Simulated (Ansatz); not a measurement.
Al11Sb10F3. Charge 0, multiplicity 1. Geometry r2SCAN-D4/def2-SVP, basis def2-TZVP, Ansatz.

| atom | x (Å) | y (Å) | z (Å) |
| --- | --- | --- | --- |
| Al1 | 1.732 | 2.357 | -1.639 |
| Al2 | 2.814 | -0.120 | -0.607 |
| Al3 | 3.046 | 2.939 | 0.946 |
| Al4 | 1.205 | -2.720 | -1.199 |
| Al5 | 1.703 | -0.872 | -3.376 |
| Al6 | -2.046 | -1.765 | -1.852 |
| Al7 | 1.019 | 0.590 | 1.734 |
| Al8 | -0.486 | -2.334 | 0.671 |
| Al9 | 0.030 | 0.180 | -1.083 |
| Al10 | -1.955 | 1.259 | 2.090 |
| Al11 | -3.381 | -1.524 | 1.548 |
| F12 | 2.621 | -0.214 | 1.230 |
| F13 | -1.863 | 2.342 | 3.387 |
| F14 | -3.946 | -1.969 | 3.076 |
| Sb15 | 4.315 | 2.140 | -1.114 |
| Sb16 | 0.446 | 1.428 | -3.668 |
| Sb17 | -0.177 | -2.769 | -3.461 |
| Sb18 | 3.711 | -2.074 | -2.023 |
| Sb19 | -0.144 | 2.912 | 0.386 |
| Sb20 | -2.574 | 0.834 | -1.621 |
| Sb21 | -0.620 | -0.975 | 2.967 |
| Sb22 | 1.458 | 3.001 | 2.900 |
| Sb23 | -2.750 | -3.529 | -0.038 |
| Sb24 | -4.159 | 0.882 | 0.746 |

```
run  HOMO (eV)  LUMO (eV)
  A      -4.75      -3.76
  B      -5.15      -4.05
  C      -5.65      -3.60
  D      -4.97      -3.96
```

In the def2 sets Sb takes a core potential; there is no spin–orbit coupling. Single mean-field runs in def2-TZVP are fitted with def2-universal-jkfit.

Task: The runs used BLYP, PBE, PBE0, r2SCAN. Estimate which is which.

Result: A BLYP (0 % exact exchange); B r2SCAN (0 % exact exchange); C PBE0 (25 % exact exchange); D PBE (0 % exact exchange). Exact exchange lowers occupied and raises empty levels; among semilocal functionals meta-GGAs tend to open the gap a little, and such runs are hard to tell apart. The gap grows from 0.99 eV (BLYP) to 2.05 eV (PBE0).
